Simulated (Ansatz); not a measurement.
Cd3Te3H12, a cluster cut from wurtzite CdTe (hydrogen-capped), 18 atoms. Hardware: 4 threads of Arm Neoverse V1 on a shared host.

In the def2 sets Cd, Te take a core potential; there is no spin–orbit coupling. Correlated methods freeze 12 core orbitals; core or outer-core shells of Cd, Te are correlated, in sets that lack core-valence functions.

(1) How many basis functions does each of these Ansatz runs have, and roughly what does it cost? r2SCAN-D4/def2-TZVP, charge 0 singlet, energy, from earlier orbitals; PBE-D4/def2-TZVP, charge 0 singlet, energy and forces, from earlier orbitals; PBE0-D4/def2-SVP, charge 0 singlet, energy, from earlier orbitals; PBE0-D4/def2-SVP, charge 0 singlet, relaxation, 5 steps; PBE0-D4/def2-TZVP, charge 0 singlet, energy, from earlier orbitals; B2PLYP/def2-TZVP, charge 0 singlet, energy, from earlier orbitals; revPBE-D4/def2-TZVP, charge 0 singlet, energy, from earlier orbitals; MP2/def2-SVP, charge 0 singlet, energy, from earlier orbitals; RPA@PBE/def2-SVP, charge 0 singlet, energy, from earlier orbitals; PBE-D4/def2-SVP, charge 0 singlet, energy, from earlier orbitals; HF/def2-TZVP, charge 0 singlet, energy, from earlier orbitals.

Answers

(1) Other jobs shared the machine, so times can vary by a factor of up to 3. A dash marks memory too small to be measured apart from the calling script's.

| run | functions | fitting or Cholesky vectors | wall time | peak host memory (GiB) |
| --- | --- | --- | --- | --- |
| PBE-D4/def2-SVP, charge 0 singlet, energy, from earlier orbitals | 231 | 2580 | 4.1 s | – |
| revPBE-D4/def2-TZVP, charge 0 singlet, energy, from earlier orbitals | 342 | 2793 | 7.5 s | 0.7 |
| PBE-D4/def2-TZVP, charge 0 singlet, energy and forces, from earlier orbitals | 342 | 2793 | 8 s | 0.7 |
| PBE0-D4/def2-SVP, charge 0 singlet, energy, from earlier orbitals | 231 | 2595 | 9 s | 0.95 |
| MP2/def2-SVP, charge 0 singlet, energy, from earlier orbitals | 231 | 2595 | 11 s | 0.91 |
| r2SCAN-D4/def2-TZVP, charge 0 singlet, energy, from earlier orbitals | 342 | 2793 | 15 s | 0.77 |
| RPA@PBE/def2-SVP, charge 0 singlet, energy, from earlier orbitals | 231 | 2595 | 19 s | 0.99 |
| PBE0-D4/def2-TZVP, charge 0 singlet, energy, from earlier orbitals | 342 | 3102 | 23 s | 2 |
| HF/def2-TZVP, charge 0 singlet, energy, from earlier orbitals | 342 | 3531 | 26 s | 2.1 |
| B2PLYP/def2-TZVP, charge 0 singlet, energy, from earlier orbitals | 342 | 3162 | 35 s | 1.7 |
| PBE0-D4/def2-SVP, charge 0 singlet, relaxation, 5 steps | 231 | 2817 | 52 s | 1 |
